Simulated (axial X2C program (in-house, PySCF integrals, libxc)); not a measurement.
Testing model relations on BeO

A bond curve at the PBE0 level, two-component, was computed with an in-house all-electron X2C program for linear molecules (integrals from PySCF) (basis O dyall-av3z [7s6p3d2f], Be dyall-cv3z [8s8p3d1f] (cores contracted in-house)) for the state Ω = 0 (closed shell). Its fit gives Re = 1.3184 Å, ωe = 1563.6 cm⁻¹, ωexe = 10.5 cm⁻¹ and αe = 1.710e-02 cm⁻¹; the masses are 15.9949 and 9.0122 u. Two-component means X2C with spin–orbit coupling and atomic mean-field Coulomb and Gaunt terms.

**Question.** Find the reduced mass, Be and the force constant.

**Answer.** From the PBE0 values: μ = 5.7643 u. Be = 16.8576/(μ Re²) = 1.682 cm⁻¹. k = 5.8918×10⁻⁷ μ ωe² = 8.3 mdyn/Å.

**Question.** Estimate De from a Morse curve and compare with the computed well depth of 4.591 eV to O + Be.

**Answer.** De(Morse) = ωe²/(4ωexe) = 7.217 eV against 4.591 eV computed, a ratio of 1.57. The extrapolation overshoots: the well softens faster than a Morse curve, or the lowest atomic limit lies below the one to which the curve heads.

**Question.** Where do the fundamental and the first overtone lie?

**Answer.** ν(1←0) = ωe − 2ωexe = 1542.6 cm⁻¹; ν(2←0) = 2ωe − 6ωexe = 3064.2 cm⁻¹.

**Question.** The dipole moment p changes by 1.86 D/Å at Re. What harmonic infrared intensity follows?

**Answer.** I = 42.256 × (dp/dR)²/μ = 25 km/mol.

**Question.** Estimate the centrifugal constant by the Kratzer relation.

**Answer.** D = 4Be³/ωe² = 7.79e-06 cm⁻¹.

One determinant describes the state; a PBE0 search over occupations chose it and may have missed a lower one. Dissociation energies refer to the lowest single-determinant-based atoms at the same level and basis. The 2c atoms are single determinants rather than J levels; their spin–orbit lowering is only partly caught, and De is too large by that part. This holds for PBE0. The functionals have no current-density term, which raises determinants with orbital currents, atoms included.
